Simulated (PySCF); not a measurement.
C3H12O2SSi2, SMILES [SiH](C)(S[Si](O)(C)O)C (GFN2-xTB optimised geometry):

```
20

Si    -0.454     0.750    -1.205
C      1.169     0.916    -0.236
C     -1.200     2.448    -1.594
S     -1.947    -0.248     0.000
Si    -1.250    -2.278     0.000
C     -1.995    -3.153     1.504
O      0.375    -2.278     0.000
O     -1.648    -3.019    -1.403
H     -0.270    -0.035    -2.431
H      1.033     1.534     0.648
H      1.519    -0.057     0.093
H      1.947     1.369    -0.843
H     -0.507     3.047    -2.176
H     -2.121     2.358    -2.159
H     -1.430     2.993    -0.683
H     -1.864    -4.228     1.430
H     -3.057    -2.949     1.591
H     -1.524    -2.821     2.422
H      0.824    -2.993    -0.447
H     -2.554    -3.024    -1.698
```

Level of theory: PBE0/def2-SVP (PySCF 2.14.0).

### Question
What are the frontier orbital energies and the dipole moment?

### Answer
HOMO-2 -8.43 eV, HOMO-1 -7.90 eV, HOMO -6.89 eV, LUMO 1.24 eV, LUMO+1 1.43 eV; dipole moment 1.41 D.

On the same geometry PBE/def2-SVP (PySCF 2.14.0) gives HOMO-2 -7.08 eV, HOMO-1 -6.52 eV, HOMO -5.62 eV, LUMO 0.35 eV, LUMO+1 0.51 eV; dipole moment 1.40 D.

Meta-Löwdin charges at PBE0/def2-SVP: Si1 0.73, C2 -0.55, C3 -0.55, S4 -0.47, Si5 1.20, C6 -0.58, O7 -0.71, O8 -0.72, H9 -0.11, H10 0.12, H11 0.13, H12 0.11, H13 0.12, H14 0.12, H15 0.12, H16 0.12, H17 0.12, H18 0.13, H19 0.34, H20 0.34.
